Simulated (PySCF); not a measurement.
PySCF input for H5NO3Si, SMILES N[Si](O)(O)O, TDA-LC-ωPBE/def2-SVPD. Geometry: ωB97X-D3(BJ)/def2-SVP. A frequency run showed that this geometry is not a minimum. Other conformers were not sampled.

```python
import numpy as np
from pyscf import gto, scf, dft, tdscf

mol = gto.M(
    atom='''
    N     1.59124328   -0.58312912   -0.13895385
    Si   -0.01448128    0.00949746   -0.01610031
    O    -0.02851428    1.28261422    1.05037590
    O    -0.61305496    0.58234160   -1.44267275
    O    -1.00503646   -1.24008637    0.44860770
    H     1.75618102   -1.43485069   -0.66620330
    H     2.34330521    0.08086330   -0.29431963
    H     0.37303303    1.12688466    1.91017605
    H    -1.51206869    0.92485141   -1.41735220
    H    -0.72357025   -1.74776511    1.21529346
    ''',
    basis='def2-SVPD',
    charge=0,
    spin=0,
    max_memory=1600,
    verbose=4,
)
mf = dft.RKS(mol, xc='lc_wpbe').density_fit(auxbasis='def2-universal-jkfit')
mf.grids.level = 3
mf.conv_tol = 1e-9
mf.max_cycle = 100
mf.kernel()
mf.grids = dft.Grids(mol).set(level=1).build(with_non0tab=True)  # coarser grid for the response kernel
td = tdscf.TDA(mf)
td.singlet = True
td.nstates = 10
td.conv_tol = 1e-4
td.positive_eig_threshold = 1e-6
td.kernel(x0=td.get_init_guess(mf, 15))
td.analyze()
tt = tdscf.TDA(mf)
tt.singlet = False
tt.nstates = 4
tt.conv_tol = 1e-4
tt.positive_eig_threshold = 1e-6
tt.kernel(x0=tt.get_init_guess(mf, 9))
tt.analyze(verbose=3)
```

Program output:

```
PySCF version 2.14.0

[INPUT] verbose = 4
[INPUT] num. atoms = 10
[INPUT] num. electrons = 50
[INPUT] charge = 0
[INPUT] spin (= nelec alpha-beta = 2S) = 0
[INPUT] symmetry False subgroup None
[INPUT] Mole.unit = angstrom
[INPUT] Symbol           X                Y                Z      unit          X                Y                Z       unit  Magmom
[INPUT]  1 N      1.591243280000  -0.583129120000  -0.138953850000 AA    3.007013996755  -1.101954332059  -0.262584720454 Bohr   0.0
[INPUT]  2 Si    -0.014481280000   0.009497460000  -0.016100310000 AA   -0.027365653133   0.017947598279  -0.030425176421 Bohr   0.0
[INPUT]  3 O     -0.028514280000   1.282614220000   1.050375900000 AA   -0.053884179839   2.423789599273   1.984922778844 Bohr   0.0
[INPUT]  4 O     -0.613054960000   0.582341600000  -1.442672750000 AA   -1.158505973706   1.100466134941  -2.726256384873 Bohr   0.0
[INPUT]  5 O     -1.005036460000  -1.240086370000   0.448607700000 AA   -1.899243654602  -2.343423610106   0.847745690371 Bohr   0.0
[INPUT]  6 H      1.756181020000  -1.434850690000  -0.666203300000 AA    3.318701152959  -2.711474833743  -1.258941780281 Bohr   0.0
[INPUT]  7 H      2.343305210000   0.080863300000  -0.294319630000 AA    4.428205073166   0.152809490529  -0.556183493783 Bohr   0.0
[INPUT]  8 H      0.373033030000   1.126884660000   1.910176050000 AA    0.704930262117   2.129503381374   3.609709584203 Bohr   0.0
[INPUT]  9 H     -1.512068690000   0.924851410000  -1.417352200000 AA   -2.857395705630   1.747715870818  -2.678407480050 Bohr   0.0
[INPUT] 10 H     -0.723570250000  -1.747765110000   1.215293460000 AA   -1.367349604383  -3.302797387970   2.296571800375 Bohr   0.0

nuclear repulsion = 264.971181847697
number of shells = 65
number of NR pGTOs = 221
number of NR cGTOs = 153
basis = def2-SVPD
ecp = {}


[settings echo left out]
init E= -572.93529037113
  HOMO = -0.349529269624789  LUMO = -0.0133443665495871  gap/eV = 9.14806
cycle= 1 E= -572.385945909869  delta_E= 0.549  |g|= 1.02  |ddm|= 3.88
  HOMO = -0.303346273300418  LUMO = 0.0603832783463716  gap/eV = 9.89759
cycle= 2 E= -572.413842057307  delta_E= -0.0279  |g|= 0.998  |ddm|=  2.5
  HOMO = -0.398853635254566  LUMO = 0.0527732451207905  gap/eV = 12.28939
cycle= 3 E= -572.586888472375  delta_E= -0.173  |g|= 0.0634  |ddm|=    1
  HOMO = -0.409916722080282  LUMO = 0.0546516555035756  gap/eV = 12.64155
cycle= 4 E= -572.587667401351  delta_E= -0.000779  |g|= 0.0277  |ddm|= 0.103
  HOMO = -0.401241073429189  LUMO = 0.0551313761405865  gap/eV = 12.41853
cycle= 5 E= -572.587840565004  delta_E= -0.000173  |g|= 0.00884  |ddm|= 0.0641
  HOMO = -0.403184979845655  LUMO = 0.054973554676117  gap/eV = 12.46713
cycle= 6 E= -572.587860547886  delta_E= -2e-05  |g|= 0.000816  |ddm|= 0.017
  HOMO = -0.403203846901103  LUMO = 0.0549640662726456  gap/eV = 12.46738
cycle= 7 E= -572.587861137743  delta_E= -5.9e-07  |g|= 0.000267  |ddm|= 0.00794
  HOMO = -0.403230087113782  LUMO = 0.0549577201771245  gap/eV = 12.46793
cycle= 8 E= -572.587861170518  delta_E= -3.28e-08  |g|= 0.000166  |ddm|= 0.00168
  HOMO = -0.403232335093433  LUMO = 0.0549565705725219  gap/eV = 12.46796
cycle= 9 E= -572.587861178999  delta_E= -8.48e-09  |g|= 4.2e-05  |ddm|= 0.000636
  HOMO = -0.403231863770243  LUMO = 0.0549574282981542  gap/eV = 12.46797
cycle= 10 E= -572.587861179829  delta_E= -8.3e-10  |g|= 8.86e-06  |ddm|= 0.000229
  HOMO = -0.403231943383321  LUMO = 0.054957321529427  gap/eV = 12.46796
Extra cycle  E= -572.587861179889  delta_E= -5.96e-11  |g|= 4.23e-06  |ddm|= 3.97e-05
converged SCF energy = -572.587861179889
tot grids = 39432
Overwritten attributes  positive_eig_threshold  of <class 'pyscf.tdscf.rks.TDA'>


******** <class 'pyscf.tdscf.rks.TDA'> for <class 'pyscf.df.df_jk.DFRKS'> ********
nstates = 10 singlet
deg_eia_thresh = 1.000e-03
wfnsym = None
conv_tol = 0.0001
eigh lindep = 1e-12
eigh level_shift = 0
eigh max_cycle = 100


Excitation energies (eV)
[7.50922501 8.26054143 8.78887229 8.81682846 9.03760349 9.28394806
 9.36722797 9.71723023 9.72098068 9.75808308]

** Singlet excitation energies and oscillator strengths **
Excited State   1:      7.50923 eV    165.11 nm  f=0.0581
      25 -> 26       -0.59945
      25 -> 29       -0.33510
Excited State   2:      8.26054 eV    150.09 nm  f=0.0136
      19 -> 28        0.11837
      22 -> 28        0.16282
      23 -> 27        0.15167
      24 -> 26        0.61197
      24 -> 27        0.11079
Excited State   3:      8.78887 eV    141.07 nm  f=0.0858
      21 -> 28        0.12862
      22 -> 26       -0.52138
      22 -> 27       -0.17165
      23 -> 26       -0.10982
      23 -> 28       -0.11435
      24 -> 28       -0.28312
      25 -> 29       -0.12307
Excited State   4:      8.81683 eV    140.62 nm  f=0.0573
      22 -> 26       -0.10992
      23 -> 26        0.47708
      23 -> 27       -0.28025
      23 -> 29       -0.14026
      24 -> 27        0.29881
Excited State   5:      9.03760 eV    137.19 nm  f=0.0026
      19 -> 26       -0.12034
      24 -> 28       -0.14770
      25 -> 26       -0.26052
      25 -> 27       -0.28249
      25 -> 29        0.47778
      25 -> 31       -0.20276
      25 -> 35        0.12564
Excited State   6:      9.28395 eV    133.55 nm  f=0.0414
      19 -> 28        0.11699
      21 -> 26        0.46570
      21 -> 27        0.14912
      22 -> 28       -0.18234
      25 -> 28        0.34027
      25 -> 32        0.19788
Excited State   7:      9.36723 eV    132.36 nm  f=0.0131
      21 -> 26       -0.19948
      25 -> 30       -0.30970
      25 -> 32        0.48718
      25 -> 36        0.26471
      25 -> 38        0.10584
Excited State   8:      9.71723 eV    127.59 nm  f=0.0416
      19 -> 26       -0.29746
      19 -> 27       -0.11401
      20 -> 26       -0.11276
      21 -> 26       -0.13367
      21 -> 28       -0.20336
      22 -> 26        0.23317
      23 -> 28       -0.10857
      24 -> 28       -0.31301
      25 -> 28        0.26746
      25 -> 36       -0.13742
Excited State   9:      9.72098 eV    127.54 nm  f=0.0162
      19 -> 26        0.17268
      21 -> 26       -0.24203
      21 -> 28        0.11944
      22 -> 26       -0.13193
      24 -> 28        0.18117
      25 -> 28        0.45017
      25 -> 36       -0.23337
      25 -> 43        0.11595
Excited State  10:      9.75808 eV    127.06 nm  f=0.0929
      20 -> 26        0.48501
      20 -> 27       -0.37146
      20 -> 29       -0.14536
      22 -> 27       -0.13562
      25 -> 27        0.14358

** Transition electric dipole moments (AU) **
state          X           Y           Z        Dip. S.      Osc.
  1        -0.0386      0.1485     -0.5406      0.3158      0.0581
  2         0.0926      0.2332      0.0637      0.0670      0.0136
  3        -0.5912      0.1058      0.1942      0.3984      0.0858
  4         0.0983      0.4851      0.1422      0.2653      0.0573
  5         0.0515     -0.0330      0.0901      0.0119      0.0026
  6         0.1554      0.3875      0.0880      0.1820      0.0414
  7        -0.0847     -0.2171     -0.0507      0.0569      0.0131
  8         0.3194     -0.2208      0.1547      0.1747      0.0416
  9        -0.2373      0.0195     -0.1065      0.0681      0.0162
 10        -0.2445     -0.0408      0.5720      0.3886      0.0929

** Transition velocity dipole moments (imaginary part, AU) **
state          X           Y           Z        Dip. S.      Osc.
  1        -0.0265      0.0481     -0.1534      0.0265      0.0641
  2         0.0259      0.0651      0.0180      0.0052      0.0115
  3        -0.1963      0.0352      0.0651      0.0440      0.0908
  4         0.0321      0.1600      0.0469      0.0288      0.0593
  5         0.0089     -0.0122      0.0486      0.0026      0.0052
  6         0.0579      0.1447      0.0329      0.0254      0.0496
  7        -0.0256     -0.0650     -0.0150      0.0051      0.0099
  8         0.1125     -0.0719      0.0240      0.0184      0.0343
  9        -0.0842      0.0003     -0.0205      0.0075      0.0140
 10        -0.0580     -0.0262      0.2056      0.0463      0.0861

** Transition magnetic dipole moments (imaginary part, AU) **
state          X           Y           Z
  1        -0.3478     -0.9008     -0.2213
  2         0.8337     -0.4349      0.4524
  3         0.2438      0.4503      0.0004
  4        -0.3998      0.0620      0.7108
  5        -0.0603     -0.1610     -0.0448
  6         0.3647     -0.0282     -0.4689
  7        -0.3248      0.0694      0.2358
  8        -0.0540     -0.0722      0.0296
  9        -0.0288      0.0300      0.0958
 10        -0.2406     -0.6142     -0.1458


******** <class 'pyscf.tdscf.rks.TDA'> for <class 'pyscf.df.df_jk.DFRKS'> ********
nstates = 4 triplet
deg_eia_thresh = 1.000e-03
wfnsym = None
conv_tol = 0.0001
eigh lindep = 1e-12
eigh level_shift = 0
eigh max_cycle = 100


Excitation energies (eV)
[7.06218201 7.85615179 8.28490273 8.32474041]

** Triplet excitation energies and oscillator strengths **
Excited State   1:      7.06218 eV    175.56 nm  f=0.0000
Excited State   2:      7.85615 eV    157.82 nm  f=0.0000
Excited State   3:      8.28490 eV    149.65 nm  f=0.0000
Excited State   4:      8.32474 eV    148.93 nm  f=0.0000
```

The run converged.

Cost: very roughly 2.8 core-minutes.
